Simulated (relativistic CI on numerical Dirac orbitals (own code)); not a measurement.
**Hyperfine structure of Cd45+, mass number 113**

Method of calculation: Dirac-Coulomb-Breit CI, KLI orbitals optimised for each configuration, model QED (radiative potential, 1s self-energy scaled to tabulated hydrogen-like ionisation energies), unscaled Slater integrals (own radial code, finite nucleus).

Configuration list (outside the closed core 1s2): 2s, 2p, 3s, 3p, 3d, 4s, 4p, 4d, 4f, 5s, 5p, 5d, 5f, 5g. Levels of other configurations are missing.

Nuclear spin I = 1/2, μ = -0.6213 μN (tables of Stone and Pyykkö). The electronic factors are computed for point nuclear moments, without core polarisation or the Bohr-Weisskopf and QED corrections.

```json
{"Level": "2s 2S_1/2", "E (eV)": "0.00", "A (GHz)": "-5328"}
{"Level": "2p 2P°_1/2", "E (eV)": "102.39", "A (GHz)": "-1705"}
{"Level": "2p 2P°_3/2", "E (eV)": "326.09", "A (GHz)": "-274.4"}
{"Level": "3s 2S_1/2", "E (eV)": "4273.61", "A (GHz)": "-1577"}
{"Level": "3p 2P°_1/2", "E (eV)": "4301.91", "A (GHz)": "-516.4"}
{"Level": "3p 2P°_3/2", "E (eV)": "4368.32", "A (GHz)": "-83.28"}
{"Level": "3d 2D_3/2", "E (eV)": "4377.74", "A (GHz)": "-47.93"}
{"Level": "3d 2D_5/2", "E (eV)": "4398.20", "A (GHz)": "-19.88"}
```

Levels with J = 0, under 50 % of one LS term, or S terms without an open s electron are left out. Small factors come from cancelling terms and can be off by tens of per cent or more.

At this charge energies of transitions that change n are usually good to better than 1 %, and those within a shell (Δn = 0) to a few per cent.

**Question.** Give the hyperfine levels of 2s 2S_1/2 relative to its centre of gravity.

**Answer.** With K = F(F + 1) − I(I + 1) − J(J + 1), E = AK/2: F = 0: 3996, F = 1: -1332 GHz.
